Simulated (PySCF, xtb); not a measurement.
AlI2, SMILES [I][Al+][I], charge +1.

Harmonic wavenumbers (cm⁻¹) from GFN2-xTB (xtb) at its own minimum, in rising order: 130, 130, 200, 659.

### Question
What does B3LYP-D3(BJ)/def2-SVP run with PySCF 2.14.0 give at its own minimum? (Estimate from the structure and the level; the computed values follow.)

### Answer
92, 92, 177, 571. Paired by order, the mean absolute difference is 47 cm⁻¹ and the zero-point energies are 1.6 and 1.3 kcal/mol.
